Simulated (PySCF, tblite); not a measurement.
Rigid-rotor lines calculated for a species of formula C5H11F3Si (commonest isotopes; PBE0/pcSseg-1 in PySCF (dipole) on a GFN2-xTB geometry, gas phase), labelled J(Ka,Kc):

```tsv
transition	MHz
1(0,1) ← 0(0,0)	1098.3
2(1,2) ← 1(1,1)	2174.4
2(1,1) ← 1(1,0)	2218.8
1(1,1) ← 0(0,0)	3694.4
2(0,2) ← 1(0,1)	2196.5
```

Q: Find the rotational constants.

A: 1(0,1) ← 0(0,0) is B + C, 2(1,1) ← 1(1,0) is 3B + C and 2(1,2) ← 1(1,1) is B + 3C, so B − C is half the difference of the last two, 22.2 MHz. 1(1,1) ← 0(0,0) is A + C. A = 3156.4, B = 560.3, C = 538.1 MHz.

Q: What moments of inertia, asymmetry and inertial defect follow?

A: I = 505379 MHz·u·Å² over each constant: Ia = 160.11, Ib = 902.06, Ic = 939.25 u·Å²; κ = (2B − A − C)/(A − C) = -0.983 (near-prolate asymmetric top); Δ = Ic − Ia − Ib = -122.92 u·Å².

Q: Which dipole components do these lines need?

A: μa and μb (a-type: ΔKa even, ΔKc odd; b-type: both odd). The calculation gives |μa| = 1.82 D, |μb| = 0.61 D, |μc| = 0.94 D.

Q: Predict further lines from these constants: 3(3,1) ← 3(2,2); 3(3,1) ← 3(2,1); 2(1,2) ← 2(0,2); 3(1,3) ← 2(0,2); 3(2,2) ← 2(1,2); 2(2,1) ← 2(1,1); 2(1,1) ← 1(0,1); 3(1,2) ← 2(0,2); 3(2,2) ← 2(1,1); 1(1,0) ← 0(0,0); 3(2,1) ← 2(1,2); 2(1,2) ← 1(0,1).

A: 
```json
{"transition": "2(1,2) ← 2(0,2)", "MHz": "2574", "type": "c", "branch": "Q"}
{"transition": "1(1,0) ← 0(0,0)", "MHz": "3717", "type": "c", "branch": "R"}
{"transition": "2(1,2) ← 1(0,1)", "MHz": "4771", "type": "b", "branch": "R"}
{"transition": "2(1,1) ← 1(0,1)", "MHz": "4837", "type": "c", "branch": "R"}
{"transition": "3(1,3) ← 2(0,2)", "MHz": "5836", "type": "b", "branch": "R"}
{"transition": "3(1,2) ← 2(0,2)", "MHz": "5969", "type": "c", "branch": "R"}
{"transition": "2(2,1) ← 2(1,1)", "MHz": "7788", "type": "c", "branch": "Q"}
{"transition": "3(2,2) ← 2(1,1)", "MHz": "11083", "type": "b", "branch": "R"}
{"transition": "3(2,2) ← 2(1,2)", "MHz": "11150", "type": "c", "branch": "R"}
{"transition": "3(2,1) ← 2(1,2)", "MHz": "11151", "type": "b", "branch": "R"}
{"transition": "3(3,1) ← 3(2,1)", "MHz": "13035", "type": "c", "branch": "Q"}
{"transition": "3(3,1) ← 3(2,2)", "MHz": "13036", "type": "b", "branch": "Q"}
```

Q: Which structure gave them?

A: `C[C@H](C[SiH3])CC(F)(F)F`, point group C1. Three constants can't fix a structure by themselves; this is the one that was computed:
```
atom  x, y, z in Å
C1     0.220    1.446    0.132
C2    -0.101   -0.045    0.158
C3     1.098   -0.881   -0.291
Si4    2.641   -0.737    0.822
C5    -1.301   -0.372   -0.747
C6    -2.606    0.258   -0.301
F7    -2.713    1.558   -0.618
F8    -3.661   -0.347   -0.879
F9    -2.808    0.174    1.023
H10    0.474    1.765   -0.877
H11    1.065    1.654    0.783
H12   -0.622    2.039    0.479
H13   -0.363   -0.330    1.182
H14    1.357   -0.609   -1.316
H15    0.797   -1.930   -0.321
H16    2.218   -0.775    2.222
H17    3.367    0.504    0.550
H18    3.514   -1.874    0.526
H19   -1.112   -0.037   -1.769
H20   -1.469   -1.451   -0.762
```

The values belong to one conformer (point group C1) with, in the numbering `[CH3:1][C@H:2]([CH2:3][SiH3:4])[CH2:5][C:6]([F:7])([F:8])[F:9]`, C1–C2–C3–Si4 63°, C1–C2–C5–C6 -64°. Its GFN2-xTB frequencies are all real (lowest 28 cm⁻¹). Constants of a rigid frame at the computed geometry: no zero-point averaging, no centrifugal distortion. A rigid rotor knows nothing of internal rotation, which can split or shift real lines.

On Arm Neoverse N1, one thread, no GPU, shared host, this took 72 s of wall time and 1.0 GiB of memory at its peak. This is the PBE0/pcSseg-1 job that gave the dipole, with the shieldings it also computed.
